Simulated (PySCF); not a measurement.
## [BrSe2]+, singlet: data card

Level of theory: PySCF, PBE0, basis Br def2-TZVP, Se def2-TZVP (no relativity, density fitting).

The structure is a minimum.

Coordinates in bohr (charge 1 multiplicity 1):
```
Br    0.0000   -1.3915    0.0000
Se    0.0000    0.6871    3.6257
Se    0.0000    0.6871   -3.6257
```

```json
{
 "Point group": "C2v",
 "Bond lengths": "Br–Se 2.212 Å (×2)",
 "Bond angles": "Se–Br–Se 120.3°",
 "Highest occupied level": "-13.06 eV",
 "Rotational symmetry number": "2",
 "Zero-point energy": "4.7 kJ/mol",
 "Entropy at 298.15 K and 1 bar": "314.3 J/(mol K)",
 "Lowest empty level": "-11.03 eV",
 "Enthalpy at 298.15 K above 0 K": "13.77 kJ/mol",
 "Principal polarisabilities": "39.2, 48.8, 143.6 bohr³",
 "Principal quadrupole moments (Buckingham, traceless) about the centre of mass": "-8.25, -8.11, 16.36 D Å",
 "Rotational constants": "0.2637, 0.02865, 0.02584 cm⁻¹",
 "Dipole moment about the centre of mass": "0.15 D",
 "Heat capacity Cp at 298.15 K": "54.8 J/(mol K)"
}
```

Harmonic modes (masses in u: Br 78.918, Se 79.917):
| symmetry | ω (cm⁻¹) | IR (km/mol) | type |
| --- | --- | --- | --- |
| a1 | 119 | 0.1 | bend |
| a1 | 303 | 0.2 | stretch |
| b2 | 359 | 8.6 | stretch |

In C2v the vibrations span 2a1 + b2. Here b1 is antisymmetric to the molecular plane and b2 lies in it.

Charges (e):
```csv
atom,Mulliken,Löwdin,polar tensor,Mayer order to Br1
Br1,0.43,0.52,0.54,–
"Se2,3",0.29,0.24,0.23,1.38
```
Other Mayer orders above 0.3: Se–Se 0.84.

Mulliken populations on Br1: s 7.94, p 16.32, d 10.29, f 0.02.

Outer orbital energies (eV). occupied: -25.97, -23.61, -18.29, -17.75, -17.52, -13.19, -13.18, -13.06; empty: -11.03, -8.72, -7.16, -1.64.

Counting electrons, bromine keeps 2 of its valence electrons outside its bonds, so the VSEPR class is AX2E1 and the expected shape is bent (C2v), as computed.

This need not be the most stable arrangement of these atoms.

The final relaxation and frequency run took of the order of 120 core-seconds on a shared host.
